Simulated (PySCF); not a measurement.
Predicted microwave data (PBE0-D3(BJ)/def2-SVP geometry optimisation, gas phase in PySCF) for one isomer of C5H11NO2Si:

* Rotational constants: A = 2759, B = 948.5, C = 930.8 MHz
* Dipole components: |μa| = 0.03 D, |μb| = 0.78 D, |μc| = 0.10 D
* Inertial defect: -173.03 u·Å²
* κ: -0.98

Question: Which structure is it? (One computed conformer of each.)
A. `[NH2:1][Si:2]1([CH:3]2[CH2:4][CH2:5]2)[O:6][CH2:7][CH2:8][O:9]1` with H–N1–Si2–C3 158° and -49°, N1–Si2–C3–C4 -49°, Si2–C3–C4–C5 112°, N1–Si2–O6–C7 -131°, Si2–O6–C7–C8 25°, O6–C7–C8–O9 -35°
B. `[O:1]=[CH:2][O:3][SiH2:4][N:5]1[CH2:6][CH2:7][CH2:8][CH2:9]1` with O1–C2–O3–Si4 0°, C2–O3–Si4–N5 180°, O3–Si4–N5–C6 84°, Si4–N5–C6–C7 150°, N5–C6–C7–C8 25°, C6–C7–C8–C9 -2°, C7–C8–C9–N5 -22°

Answer: A. It is N[Si]1(C2CC2)OCCO1, a near-prolate asymmetric top, point group C1. The candidates at the same level (rigid rotor, commonest isotopes):

```tsv
SMILES	A (MHz)	B (MHz)	C (MHz)	μa (D)	μb (D)	μc (D)	Δ (u·Å²)	point group	rotor
N[Si]1(C2CC2)OCCO1	2759	948.5	930.8	0.03	0.78	0.10	-173.03	C1	near-prolate asymmetric top
O=CO[SiH2]N1CCCC1	4547	615.6	597.9	2.94	0.02	1.23	-86.84	–	–
```

`O=CO[SiH2]N1CCCC1` has A 65 % too high. No structure here is proved a minimum.
